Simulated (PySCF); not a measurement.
Choosing a molecule for a target property.

All species are isolated and taken at one optimised geometry (atoms past krypton carry core potentials, spin–orbit coupling is left out). Electronic properties by PySCF.

The conformers computed, where there is a choice (atom-mapped SMILES and torsion angles):
- `[CH3:1][AsH:2][CH:3]([CH3:4])[CH3:5]`: C1–As2–C3–C4 74°
- `[O:1]=[C:2]([Cl:3])[C:4](=[O:5])[Cl:6]`: O1–C2–C4–O5 178°

Question: Wanted: HOMO energy between -10.2 eV and -9 eV (CAM-B3LYP/def2-SVPD) and HOMO–LUMO gap below 10 eV (CAM-B3LYP/def2-SVPD), at PBE0-D3(BJ)/def2-SVP geometries. Which candidate meets both?
A. `C[AsH]C(C)C`
B. `[Br][Sn]([CH3])([Br])[Br]`
C. `[H][Si]([H])(OC(C)=O)OC(C)=O`
D. `C(C(Cl)=O)(=O)Cl`

Answer: B. Computed values:
```
                     species  HOMO energy  HOMO–LUMO gap
            C(C(Cl)=O)(=O)Cl    -10.47 eV        7.98 eV
[H][Si]([H])(OC(C)=O)OC(C)=O     -9.91 eV       10.75 eV
   [Br][Sn]([CH3])([Br])[Br]     -9.77 eV        8.15 eV
                 C[AsH]C(C)C     -7.98 eV        9.13 eV
```
